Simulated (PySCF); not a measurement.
1,1-dibromo-1-chloroethane (C2H3Br2Cl), SMILES CC(Cl)(Br)Br. Coordinates come from a PBE-D3(BJ)/def2-SVP optimisation.

Method: PySCF with PBE-D3(BJ)/def2-SVP.

Harmonic wavenumbers (cm⁻¹): 155, 186, 256, 273, 304, 305, 445, 586, 653, 1033, 1042, 1057, 1333, 1393, 1394, 2987, 3090, 3100. Rotational constants (GHz): 1.811, 1.044, 0.8134; symmetry number 1.

### Question
Work out the zero-point energy and the ideal-gas rigid-rotor harmonic-oscillator thermochemistry at 298.15 K and 1 atm.

### Answer
ZPE = ½ Σ hcν = ½ × 19592 cm⁻¹ = 28.01 kcal/mol. H − E(el) = 32.68 kcal/mol. Entropy in cal/(mol K): translation 42.10, rotation 29.73, vibration 12.88, total 84.70. G − E(el) = 7.43 kcal/mol. Cp = 23.21 cal/(mol K).
